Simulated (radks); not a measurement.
Task: Valence configurations of Tl II. All-electron calculation, scalar-relativistic Kohn-Sham, PBE, spin-polarised, spherical densities, point nucleus; open shells are filled with parallel spins first (spin-orbit coupling, left out, can overturn this in heavy ions). Program: a radial shooting solver on a logarithmic mesh with Libxc functionals. Order these by energy: [Xe] 4f14 5d10 6s1.5 6p0.5; [Xe] 4f14 5d10 6s0.5 6p1.5; [Xe] 4f12 5d10 6s1 6p3; [Xe] 4f13 5d10 6s1 6p2; [Xe] 4f13 5d10 6s2 6p1; [Xe] 4f12 5d9 6s2 6p3; [Xe] 4f14 5d10 6s1 6p1; [Xe] 4f14 5d9.5 6s2 6p0.5; [Xe] 4f14 5d9 6s2 6p1; [Hg].

Result: From the lowest, in eV above it: [Hg] 0.000; [Xe] 4f14 5d10 6s1.5 6p0.5 3.915; [Xe] 4f14 5d9.5 6s2 6p0.5 7.548; [Xe] 4f14 5d10 6s1 6p1 7.560; [Xe] 4f14 5d10 6s0.5 6p1.5 11.826; [Xe] 4f14 5d9 6s2 6p1 15.639; [Xe] 4f13 5d10 6s2 6p1 121.18; [Xe] 4f13 5d10 6s1 6p2 129.07; [Xe] 4f12 5d10 6s1 6p3 267.16; [Xe] 4f12 5d9 6s2 6p3 283.12. NIST lists [Hg] as the ground configuration; this level of theory agrees among the configurations tried. The energies are those of spherical high-spin densities, not of single terms.
